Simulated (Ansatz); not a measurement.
Cost and result for the atomization energy of `C[Si@H](F)[C@@H](F)Cl` (11 atoms, 10 bonds).

```tsv
atom	x (Å)	y (Å)	z (Å)
C1	0.692	-1.411	0.084
Si2	-0.363	-0.030	0.699
F3	-1.892	-0.482	0.827
C4	-0.338	1.433	-0.521
F5	0.942	1.929	-0.593
Cl6	-0.850	0.892	-2.136
H7	0.335	-1.771	-0.883
H8	0.691	-2.243	0.792
H9	1.722	-1.065	-0.036
H10	0.064	0.489	2.022
H11	-1.003	2.258	-0.256
```

The species carries charge 0 and has multiplicity 1. Geometry: relaxed with PBE0-D4/def2-TZVP. It is one conformer, not always the lowest. Program: Ansatz. All runs use 4 threads of an INTEL XEON PLATINUM 8581C on a shared host. Times are those of one run each, without the atoms' runs, and a repeat can differ threefold. Electronic energies, without spin–orbit coupling; frozen cores. CCSD(T)/CBS adds CCSD(T) − MP2 in def2-TZVPP to the MP2 limit, and its time is that of the two runs behind it. T1 = 0.011. B3LYP takes the VWN-RPA correlation (the form of Gaussian; ORCA's B3LYP/G).

CCSD(T)/CBS is a level of theory with its own doubt, some kJ/mol a heavy atom from the limit and from the frozen cores, so smaller differences don't rank the functionals.

| level | functions | wall time | atomization (kJ/mol) | difference from CCSD(T)/CBS | per bond |
| --- | --- | --- | --- | --- | --- |
| PBE-D4/def2-TZVPP (with forces) | 278 | 2.2 s | 4151.3 | 75.3 | 7.5 |
| PBE0-D4/def2-TZVPP | 278 | 3.1 s | 4071.0 | -5.0 | -0.5 |
| r2SCAN-D4/def2-TZVPP (with forces) | 278 | 3.8 s | 4087.8 | 11.8 | 1.2 |
| B3LYP-D4/def2-TZVPP (with forces) | 278 | 4.6 s | 4052.3 | -23.7 | -2.4 |
| B2PLYP/def2-TZVPP | 278 | 5.5 s | 4017.8 | -58.2 | -5.8 |
| ωB97X-V/def2-TZVPP | 278 | 6.5 s | 4086.3 | 10.3 | 1.0 |
| ωB97M-V/def2-TZVPP (with forces) | 278 | 9.5 s | 4086.2 | 10.2 | 1.0 |
| MP2/def2-QZVPP | 518 | 23 s | 4125.7 | 49.7 | 5.0 |
| CCSD(T)/def2-TZVPP | 278 | 3.3 min | 3963.3 | -112.7 | -11.3 |
| CCSD(T)/CBS(def2) | – | 3.7 min | 4076.0 | 0.0 | 0.0 |

From PBE to PBE0 (25 % exact exchange), in def2-TZVPP and without D4, the atomization energy moves by −76.4 kJ/mol: exact exchange takes away binding that semilocal exchange gives to molecules. The D4 term adds +40.8 kJ/mol with B3LYP and +21.5 kJ/mol with PBE0; it sums over pairs of atoms, weighted by their polarisabilities, and B3LYP, whose exchange is more repulsive, gets the larger term. In def2-TZVPP, CCSD(T) changes the Hartree–Fock value by +974.6 kJ/mol (the triples alone add +62.6 kJ/mol) and MP2 by +1069.8 kJ/mol; breaking electron pairs costs correlation energy, which Hartree–Fock lacks.
